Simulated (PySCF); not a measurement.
Trends in electronic spectra. Computed with TDDFT PBE0/def2-SVPD, vertical, gas phase, core orbitals frozen in the response (PySCF). Geometries: GFN2-xTB; one conformer of each isolated species. Triplets are in the Tamm–Dancoff approximation.

**Question.** Rank by computed lowest singlet excitation energy, lowest first.
A. `C=C(C#N)[SiH]([SiH3])[SiH3]`
B. `C(c1ccncc1)(=O)C`
C. `CC#CC#CC(=O)NC`
D. `C1(CC1)PC(C)C`
E. `CSc1cn[nH]n1`
F. `CC(C)C1CPC1`
G. `CC(=O)C1=CC=CC=N1`
H. `N#CC1=C[SiH2][C@@H]1F`

**Answer.** G (3.51 eV), B (3.65 eV), C (4.07 eV), H (5.08 eV), E (5.28 eV), A (5.54 eV), F (5.81 eV), D (6.38 eV).

| SMILES | S1 (eV) | f (S1) | α (au) | first f ≥ 0.01 (nm) | T1 (eV) | S1 mainly |
| --- | --- | --- | --- | --- | --- | --- |
| CC(=O)c1ccccn1 | 3.51 | 0.000 | 89.0 | 239 | 3.02 | H→L (95%) |
| CC(=O)c1ccncc1 | 3.65 | 0.000 | 88.2 | 257 | 3.15 | H→L (65%) |
| CC#CC#CC(=O)NC | 4.07 | 0.000 | 111.2 | 271 | 3.49 | H→L (98%) |
| N#CC1=C[SiH2][C@@H]1F | 5.08 | 0.006 | 76.8 | 215 | 3.61 | H→L (53%) |
| CSc1cn[nH]n1 | 5.28 | 0.069 | 75.0 | 235 | 4.14 | H→L (97%) |
| C=C(C#N)[SiH]([SiH3])[SiH3] | 5.54 | 0.002 | 128.1 | 223 | 3.52 | H-1→L (82%) |
| CC(C)C1CPC1 | 5.81 | 0.040 | 95.4 | 213 | 4.71 | H→L (98%) |
| CC(C)PC1CC1 | 6.38 | 0.043 | 97.2 | 194 | 5.36 | H→L (97%) |

H and L stand for HOMO and LUMO.

Mean S1 by what the SMILES shows (count): single bonds only 6.10 eV (2); a double or triple bond but no aromatic ring 4.90 eV (3); an aromatic ring 4.15 eV (3).

- `CC(=O)c1ccccn1`: Löwdin shares by element: HOMO oxygen 43%, carbon 19% or more, nitrogen 17% (atoms not listed hold the other 21%); LUMO carbon 45% or more, oxygen 17% (atoms not listed hold the other 38%).
- `CC(=O)c1ccncc1`: Löwdin shares by element: HOMO nitrogen 34%, oxygen 22%, carbon 15% or more (atoms not listed hold the other 29%); LUMO carbon 32% or more, oxygen 18%, nitrogen 13% (atoms not listed hold the other 36%).
- `CC#CC#CC(=O)NC`: Löwdin shares by element: HOMO carbon 55% or more, oxygen 18% (atoms not listed hold the other 26%); LUMO carbon 62% or more (atoms not listed hold the other 38%).
- `N#CC1=C[SiH2][C@@H]1F`: Löwdin shares by element: HOMO carbon 50% or more, silicon 11% (atoms not listed hold the other 39%); LUMO carbon 68% or more, nitrogen 15% (atoms not listed hold the other 17%).
- `CSc1cn[nH]n1`: Löwdin shares by element: HOMO sulfur 51%, nitrogen 18% or more, carbon 11% or more (atoms not listed hold the other 21%); LUMO nitrogen 71%, carbon 12% or more (atoms not listed hold the other 17%).
- `C=C(C#N)[SiH]([SiH3])[SiH3]`: Löwdin shares by element: HOMO carbon 39% or more, silicon 24% or more (atoms not listed hold the other 37%); LUMO carbon 68%, nitrogen 13% (atoms not listed hold the other 19%).
- `CC(C)C1CPC1`: Löwdin shares by element: HOMO phosphorus 56%, carbon 29% or more; LUMO phosphorus 39%, carbon 24% or more, hydrogen 9% or more (atoms not listed hold the other 29%).
- `CC(C)PC1CC1`: Löwdin shares by element: HOMO phosphorus 60%, carbon 23% or more, hydrogen 6% or more; LUMO carbon 20% or more, phosphorus 17%, hydrogen 10% or more (atoms not listed hold the other 53%).
